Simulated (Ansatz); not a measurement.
`[F][GeH]([SH])[Cl]` + H₂ → `[F][GeH2][SH]` + HCl at 298.15 K and 1 bar (hydrogenolysis of a Ge–Cl bond).

Program: Ansatz. Geometries: PBE0-D4/def2-TZVP. ΔE: electronic, gas phase. CCSD(T)/CBS is the MP2 limit (def2-TZVPP, def2-QZVPP) plus CCSD(T) − MP2 in def2-TZVPP, frozen cores. This one scheme is used for every species. For Ge outer-core shells are correlated without core-valence functions, which leaves a few kJ/mol of doubt a bond. Scalar relativity is left out up to krypton. Each species was taken in one conformer, which may not be the lowest.

| species | CCSD(T)/CBS energy (Eh) | H − E (kJ/mol) | S (J/(mol·K)) |
| --- | --- | --- | --- |
| `[F][GeH]([SH])[Cl]` | -3034.76350 | 74.8 | 341.9 |
| H₂ | -1.17544 | 35.1 | 130.4 |
| `[F][GeH2][SH]` | -2575.53651 | 88.3 | 306.6 |
| HCl | -460.38127 | 26.6 | 186.8 |

H − E and S are ideal-gas, rigid-rotor, harmonic terms from PBE0-D4/def2-TZVP, for one conformer and one mirror image of each species. The MP2-based limit puts H₂ 0.8 mEh under its directly extrapolated value; such offsets cancel only in part. 1 Eh = 2625.50 kJ/mol, R = 8.31446 J/(mol·K).

Task: By hand: ΔE, ΔH, ΔS and ΔG.

Result: ΔE = (-2575.53651) + (-460.38127) − (-3034.76350) − (-1.17544) = 0.02116 Eh = 55.6 kJ/mol. Δ(H − E) = 88.3 + 26.6 − 74.8 − 35.1 = 5.0, so ΔH = 60.6 kJ/mol. ΔS = 306.6 + 186.8 − 341.9 − 130.4 = 21.1 J/(mol·K). ΔG = 60.6 − 298.15 × (21.1)/1000 = 54.3 kJ/mol.

Task: By hand: the equilibrium constant, and the temperature at which ΔG would vanish if ΔH and ΔS stayed fixed.

Result: log₁₀ K = −ΔG/(RT ln 10) = -9.5. ΔG = 0 at ΔH/ΔS = 2872 K, far beyond where these terms or the molecules hold.

ΔH outweighs TΔS. A doubt of 5 kJ/mol in ΔE shifts log₁₀ K by 0.9 here. Other conformers and mirror images would add mixing entropy, several J/(mol·K) or more a flexible species. These are equilibria of isolated gas molecules and say nothing of rates. Largest T1 diagnostic: 0.012 (customary marks: 0.02 for closed shells, 0.045 for open ones).
